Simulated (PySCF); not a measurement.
Predicted microwave data (B3LYP/def2-SVPD in PySCF (dipole) on a GFN2-xTB geometry, gas phase) for one isomer of C2H8O3Si2:

- Rotational constants: A = 2790, B = 1618, C = 1157 MHz
- Dipole components: |μa| = 0.44 D, |μb| = 0.63 D, |μc| = 0.83 D
- Inertial defect: -56.66 u·Å²
- κ: -0.44

Question: Which structure is it? (One computed conformer of each.)
A. `[OH:1][Si@@H:2]1[CH2:3][O:4][CH2:5][SiH2:6][O:7]1` with H–O1–Si2–C3 151°, O1–Si2–C3–O4 -100°, Si2–C3–O4–C5 -65°, C3–O4–C5–Si6 78°, O4–C5–Si6–O7 -42°
B. `[O:1]=[CH:2][O:3][CH2:4][SiH2:5][SiH2:6][OH:7]` with O1–C2–O3–C4 -1°, C2–O3–C4–Si5 26°, O3–C4–Si5–Si6 -95°, C4–Si5–Si6–O7 -158°, Si5–Si6–O7–H 179°
C. `[O:1]=[CH:2][SiH2:3][O:4][CH2:5][O:6][SiH3:7]` with O1–C2–Si3–O4 -174°, C2–Si3–O4–C5 -179°, Si3–O4–C5–O6 57°, O4–C5–O6–Si7 65°

Answer: A. It is O[Si@@H]1COC[SiH2]O1, an asymmetric top, point group C1. The candidates at the same level (rigid rotor, commonest isotopes):

```json
{"SMILES": "O=COC[SiH2][SiH2]O", "A (MHz)": "3783", "B (MHz)": "977.7", "C (MHz)": "870.2", "μa (D)": "0.91", "μb (D)": "0.19", "μc (D)": "1.33", "Δ (u·Å²)": "-69.73", "point group": "C1", "rotor": "near-prolate asymmetric top"}
{"SMILES": "O[Si@@H]1COC[SiH2]O1", "A (MHz)": "2790", "B (MHz)": "1618", "C (MHz)": "1157", "μa (D)": "0.44", "μb (D)": "0.63", "μc (D)": "0.83", "Δ (u·Å²)": "-56.66", "point group": "C1", "rotor": "asymmetric top"}
{"SMILES": "O=C[SiH2]OCO[SiH3]", "A (MHz)": "4113", "B (MHz)": "771.3", "C (MHz)": "711.1", "μa (D)": "2.69", "μb (D)": "0.81", "μc (D)": "0.73", "Δ (u·Å²)": "-67.36", "point group": "C1", "rotor": "near-prolate asymmetric top"}
```

`O=C[SiH2]OCO[SiH3]` has B 52 % too low; `O=COC[SiH2][SiH2]O` has B 40 % too low. No structure here is proved a minimum.
